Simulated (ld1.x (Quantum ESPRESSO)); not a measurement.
Br (Z = 35), ultrasoft: configuration errors across variants

* Element: Br (Z = 35)
* Generator: ld1.x (Quantum ESPRESSO) 7.5
* Type: ultrasoft
* Functional: LDA (PZ)
* Relativity: scalar-relativistic
* Frozen core: [Ar]
* Valence charge: 17
* Reference configuration: 3d10 4s2 4p5
* Partial waves: 4s (bound): rcut 1.25, rcutus 1.65 bohr; 4s channel at -0.15 Ry: rcut 1.25, rcutus 1.65 bohr; 4p (bound): rcut 1.70, rcutus 2.10 bohr; 4p channel at 3.8 Ry: rcut 1.70, rcutus 2.10 bohr; 3d (bound): rcut 0.70, rcutus 0.90 bohr; 3d channel at -3.95 Ry: rcut 0.70, rcutus 0.90 bohr
* Local potential: all-electron potential smoothed inside 2.00 bohr (lloc = -1)
* Core correction: Bessel-smoothed model core, default radius (core density twice the valence density)
* Augmentation charge: PSQ, inside the norm-conserving radii

All-electron excitation energies from the reference (eV): (1) 3d10 4s2 4p4 12.708; (2) 3d10 4s2 4p3 35.652; (3) 3d10 4s2 4p2 69.873; (4) 3d10 4s2 4p5.3 -2.007; (5) 3d9 4s2 4p6 64.468; (6) 3d10 4s1 4p5 25.751; (7) 3d10 4s1 4p6 12.418; (8) 3d10 4s2 4p5 spin -0.151; (9) 3d10 4s2 4p4 spin 11.998.

Spin tests fill each open shell by Hund’s rule, majority spin first.

The default core radius of the base comes out at 0.25 bohr.

Errors AE − PS in meV (a dash: test not solved or not reliable):

```tsv
change	(1)	(2)	(3)	(4)	(5)	(6)	(7)	(8)	(9)	bound ghosts
base	+1.0	+5.8	+12	+0.5	-1062	-2.0	-11	+2.6	+14	none
core correction none	+1.4	+9.0	+24	+0.5	-955	+0.3	-9.7	+5.8	+31	none
core correction Bessel-smoothed model core inside 0.34 bohr	+1.0	+5.9	+12	+0.5	-1059	-1.9	-11	+2.7	+14	none
core correction Bessel-smoothed model core inside 0.44 bohr	+1.1	+5.9	+12	+0.5	-1053	-1.9	-11	+2.7	+14	none
core correction Bessel-smoothed model core inside 0.54 bohr	+1.0	+5.9	+12	+0.5	-1058	-1.9	-11	+2.7	+14	none
core correction Bessel-smoothed model core inside 0.62 bohr	+1.0	+5.9	+12	+0.5	-1061	-1.9	-11	+2.7	+14	none
core correction Bessel-smoothed model core inside 0.72 bohr	+1.0	+5.9	+12	+0.5	-1061	-1.9	-11	+2.6	+14	none
core correction Bessel-smoothed model core inside 0.78 bohr	+1.0	+5.9	+12	+0.5	-1059	-1.9	-11	+2.7	+14	none
core correction Bessel-smoothed model core inside 0.88 bohr	+1.1	+5.9	+12	+0.5	-1050	-1.9	-11	+2.7	+14	none
core correction Bessel-smoothed model core inside 1.00 bohr	+1.1	+5.9	+12	+0.5	-1034	-1.9	-11	+2.7	+14	none
```

Task: Give the same row for: core correction Bessel-smoothed model core inside 1.10 bohr.

Result: +1.1, +6.0, +12, +0.5, -1016, -1.9, -11, +2.7, +14; bound ghosts: none.
